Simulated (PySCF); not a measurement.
# How methods differ on the ionisation energy of Os⁶⁹⁺

Os⁶⁹⁺ [He] 2s2 2p3 [2p1/2^2 2p3/2^1, M_J = 3/2] → Os⁷⁰⁺ [He] 2s2 2p2 [2p1/2^2, M_J = 0], as a difference of total energies. All numbers are calculated (PySCF 2.14, the two-component X2C-1e Hamiltonian, in an uncontracted even-tempered set (16 s from 56 bohr⁻², ratio 2.4; 13 p from 72 bohr⁻², ratio 2.4; 5 d from 240 bohr⁻², ratio 2.6; 4 f from 360 bohr⁻², ratio 2.6)). Correlated levels: nothing frozen; the 28 highest virtual spinors dropped. "Screened" scales the spin-orbit matrix elements by Boettger's factors to mimic the two-electron term; Breit and QED terms are absent.

```
                    method  ionisation energy (eV)
           GHF (spin-free)                 18157.6
          GMP2 (spin-free)                 18157.8
 GHF (screened spin-orbit)                 17636.2
GMP2 (screened spin-orbit)                 17636.4
```

For this ion Breit and QED terms and the two-electron picture change, all absent here, outweigh the correlation shift from GHF to GMP2.

The spin-free rows relax to the high-spin LS determinant and lack the spin-orbit shift.

The labels give the starting determinants; with spin-orbit coupling the two ends relaxed to ⟨J²⟩ = 3.75, ⟨L²⟩ = 2.61, ⟨S²⟩ = 1.46 and ⟨J²⟩ = 0.00, ⟨L²⟩ = 1.33, ⟨S²⟩ = 1.33.

For comparison: 17620 ± 50 eV (theoretical estimate listed by NIST; NIST Atomic Spectra Database, ionization energies).
